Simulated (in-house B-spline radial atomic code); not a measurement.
LDA VWN5 excitations of the oxygen ion O⁴⁺

Method: LDA VWN5. Computed with a B-spline radial code for spherical atoms: linear response of the closed shell [He] 2s2 with the functional's adiabatic kernel; scalar-relativistic (spin-free one-electron X2C), finite nucleus, no spin-orbit coupling, no double excitations, S, P, D and F terms only.

Command:
```bash
python run_td.py task.json out
```
Settings (radii: box in bohr, nucleus in fm):
```
Z                        8
electrons                4
configuration            [He] 2s2
hamiltonian              x2c
method                   lda,vwn
box_radius               19.1
rms_radius               2.6991
intervals                73
```

Run time, properties included: 0.2 s on 1 thread of Intel(R) Xeon(R) Platinum 8488C (Sapphire Rapids), on a shared host.

The lowest states, in the order of their Tamm-Dancoff energies; the method's threshold (minus the highest occupied level) is 102.26 eV. Labels give the largest channel, * marks a mixed state, and oscillator strengths are full-response dipole values. Semilocal kernels can invert the small singlet-triplet splittings of Rydberg terms. Energies in eV:

```tsv
state	full response	Tamm-Dancoff	oscillator strength
2s → 2p 3P	8.695	9.418	-
2s → 2p 1P	18.137	19.210	0.482
2s → 3s 3S	65.61	65.63	-
2s → 3s 1S	67.20	67.23	-
2s → 3p 3P	69.16	69.17	-
2s → 3p 1P	69.41	69.42	0.397
2s → 3d 3D	71.57	71.59	-
2s → 3d 1D	72.37	72.37	-
2s → 4s 3S	?	?	-
2s → 4s 1S	84.69	84.70	-
2s → 4p 3P	?	?	-
2s → 4p 1P	85.66	85.66	0.104
2s → 4d 3D	86.66	86.66	-
2s → 4d 1D	86.92	86.92	-
2s → 4f 1F	87.76	87.76	-
2s → 4f 3F	87.89	87.89	-
```

(1) Where does 2s → 4s 3S lie?

(2) Where does 2s → 4p 3P lie?

(3) How large is the singlet-triplet splitting of 2s → 2p (P terms) in Tamm-Dancoff?

(4) What polarisabilities and dispersion coefficient does the method give?

Answers

(1) At 84.24 eV in full response, 84.24 eV in Tamm-Dancoff.

(2) At 85.57 eV in full response, 85.57 eV in Tamm-Dancoff.

(3) 9.79 eV, from the unrounded values.

(4) Dipole 1.191 bohr³, quadrupole 0.5163 bohr⁵, C6 0.8062 hartree·bohr⁶ for two such species.
